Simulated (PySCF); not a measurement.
## J couplings in C$_{5}$H$_{3}$NO

Geometry:
```csv
atom,x (Å),y (Å),z (Å)
N1,3.434,-0.416,-0.017
C2,2.284,-0.278,0.038
C3,0.883,-0.077,0.098
C4,0.118,1.054,-0.030
C5,-1.231,0.628,0.122
C6,-1.175,-0.722,0.329
O7,0.093,-1.155,0.316
H8,0.488,2.060,-0.210
H9,-2.126,1.242,0.083
H10,-1.937,-1.480,0.495
```

Method: B3LYP/pcJ-1 (spin–dipole term only in couplings to heteroatoms)//PBE0-D3(BJ)/def2-SVP, PySCF 2.14; isolated molecule, single conformer, non-relativistic. Couplings are averaged over pairs made equivalent by symmetry, fast rotation or ring inversion, so a value needn't be that of the named pair in this geometry, while other rotamers aren't included; one pair stands for each set, and the list holds a selection of those of at least 0.8 Hz over up to four bonds, among pairs with at least one N or C or H atom (others weren't computed).

Isotopes: 13C, 1H, 17O, 15N. Couplings to quadrupolar nuclei such as 17O and 33S are rarely resolved in practice.

```json
{"pair": "N1, C2", "bonds": "1", "J (Hz)": "-20.9"}
{"pair": "C2, C3", "bonds": "1", "J (Hz)": "125.1"}
{"pair": "C3, C4", "bonds": "1", "J (Hz)": "?"}
{"pair": "C3, O7", "bonds": "1", "J (Hz)": "21.5"}
{"pair": "C4, C5", "bonds": "1", "J (Hz)": "57.0"}
{"pair": "C4, H8", "bonds": "1", "J (Hz)": "190.3"}
{"pair": "C5, C6", "bonds": "1", "J (Hz)": "72.3"}
{"pair": "C5, H9", "bonds": "1", "J (Hz)": "188.9"}
{"pair": "C6, O7", "bonds": "1", "J (Hz)": "?"}
{"pair": "C6, H10", "bonds": "1", "J (Hz)": "215.6"}
{"pair": "N1, C3", "bonds": "2", "J (Hz)": "3.5"}
{"pair": "C3, C5", "bonds": "2", "J (Hz)": "?"}
{"pair": "C3, C6", "bonds": "2", "J (Hz)": "?"}
{"pair": "C3, H8", "bonds": "2", "J (Hz)": "?"}
{"pair": "C4, C6", "bonds": "2", "J (Hz)": "?"}
{"pair": "C4, H9", "bonds": "2", "J (Hz)": "4.8"}
{"pair": "C5, O7", "bonds": "2", "J (Hz)": "?"}
{"pair": "C6, H9", "bonds": "2", "J (Hz)": "11.4"}
{"pair": "N1, C4", "bonds": "3", "J (Hz)": "-1.3"}
{"pair": "C2, C5", "bonds": "3", "J (Hz)": "4.4"}
{"pair": "C2, H8", "bonds": "3", "J (Hz)": "1.8"}
{"pair": "C3, H10", "bonds": "3", "J (Hz)": "9.5"}
{"pair": "C4, H10", "bonds": "3", "J (Hz)": "6.1"}
{"pair": "O7, H9", "bonds": "3", "J (Hz)": "-2.9"}
{"pair": "H9, H10", "bonds": "3", "J (Hz)": "2.2"}
{"pair": "N1, C6", "bonds": "4", "J (Hz)": "?"}
```

**Question.** Estimate the withheld couplings, with signs.

**Answer.** 
- 1J(C3,C4) = 81.0 Hz (bond length 1.372 Å)
- 1J(C6,O7) = 27.2 Hz (bond length 1.340 Å)
- 2J(C3,C5) = 3.8 Hz (angle at C4 106°)
- 2J(C3,C6) = 5.3 Hz (angle at O7 107°)
- 2J(C3,H8) = 10.2 Hz (angle at C4 126°)
- 2J(C4,C6) = 0.8 Hz (angle at C5 106°)
- 2J(C5,O7) = 2.5 Hz (angle at C6 111°)
- 4J(N1,C6) = -1.3 Hz
